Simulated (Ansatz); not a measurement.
One change: `F[SiH]([SiH3])Cl` becomes `F[SiH]([SiH3])C[SiH3]`.

Ansatz, PBE0-D4/def2-TZVP geometries, multiplicity 1. Each molecule was computed in one conformer, which needn't be the lowest.

| property | `F[SiH]([SiH3])Cl` |
| --- | --- |
| HOMO–LUMO gap (PBE0/def2-TZVPP) / eV | 7.81 |
| HOMO–LUMO gap (B3LYP/def2-TZVPP) / eV | 7.44 |
| LUMO energy (PBE/def2-TZVPP) / eV | -1.45 |
| LUMO energy (B3LYP/def2-TZVPP) / eV | -0.76 |
| LUMO energy (PBE0/def2-TZVPP) / eV | -0.59 |
| HOMO energy (ωB97M-V/def2-TZVPP) / eV | -10.45 |

Q: What does the change do to each property? (Estimate.)

A: The calculation gave: 
```csv
property,`F[SiH]([SiH3])C[SiH3]`,shift
HOMO–LUMO gap (PBE0/def2-TZVPP) / eV,7.69,-0.12
HOMO–LUMO gap (B3LYP/def2-TZVPP) / eV,7.35,-0.09
LUMO energy (PBE/def2-TZVPP) / eV,-1.31,0.14
LUMO energy (B3LYP/def2-TZVPP) / eV,-0.61,0.15
LUMO energy (PBE0/def2-TZVPP) / eV,-0.46,0.13
HOMO energy (ωB97M-V/def2-TZVPP) / eV,-10.20,0.25
```

With PBE0 the HOMO rises by 0.25 eV and the LUMO rises by 0.13 eV, so the gap narrows by about 0.12 eV. PBE moves the HOMO by 0.21 eV and ωB97M-V by 0.25 eV.

B3LYP here is the variant with VWN-RPA as its local correlation; programs differ in this.
